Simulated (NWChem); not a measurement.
System: CH3ClMg; SMILES [CH3][Mg][Cl]

All runs: NWChem. Each level has its own optimisation; frequencies are unscaled.

```csv
level,r Cl–Mg (Å),r C–Mg (Å),r C–H (Å),highest harmonic frequency (cm⁻¹),lowest (cm⁻¹),zero-point energy (kcal/mol),dipole (D)
Hartree-Fock/3-21G,2.278,2.090,1.088,3222,118,24.2,3.52
BLYP/def2-SVP,2.227,2.097,1.111,3027,120,21.8,2.03
PBE-D3(BJ)/def2-SVP,2.224,2.089,1.110,(withheld),119,21.9,(withheld)
```

Problem. What belongs in the gaps?

Solution. 
- PBE-D3(BJ)/def2-SVP, highest harmonic frequency (cm⁻¹): 3065
- PBE-D3(BJ)/def2-SVP, dipole (D): 2.12
